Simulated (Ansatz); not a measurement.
Start from `C=C=C[SiH3]` and change one atom or group to get `C=C=CS`.

Ansatz, PBE0-D4/def2-TZVP geometries, multiplicity 1. Each molecule was computed in one conformer, which needn't be the lowest.

```
                             property  `C=C=C[SiH3]`
HOMO energy (ωB97M-V/def2-TZVPP) / eV          -9.75
  HOMO energy (B3LYP/def2-TZVPP) / eV          -7.33
  HOMO–LUMO gap (PBE/def2-TZVPP) / eV           5.22
   LUMO energy (PBE0/def2-TZVPP) / eV          -0.20
    HOMO energy (PBE/def2-TZVPP) / eV          -6.40
   HOMO energy (PBE0/def2-TZVPP) / eV          -7.55
```

Give the same properties after the change, and the shifts. (An estimate is asked.)

Computed: 
```tsv
property	`C=C=CS`	shift
HOMO energy (ωB97M-V/def2-TZVPP) / eV	-8.54	1.21
HOMO energy (B3LYP/def2-TZVPP) / eV	-6.22	1.11
HOMO–LUMO gap (PBE/def2-TZVPP) / eV	4.02	-1.20
LUMO energy (PBE0/def2-TZVPP) / eV	-0.32	-0.12
HOMO energy (PBE/def2-TZVPP) / eV	-5.33	1.07
HOMO energy (PBE0/def2-TZVPP) / eV	-6.43	1.12
```

With PBE0 the HOMO rises by 1.12 eV and the LUMO falls by 0.12 eV, so the gap narrows by about 1.24 eV. PBE moves the HOMO by 1.07 eV and ωB97M-V by 1.21 eV. The zero-point energy changes by -40.1 kJ/mol with -6 modes.

B3LYP here is the variant with VWN-RPA as its local correlation; programs differ in this.
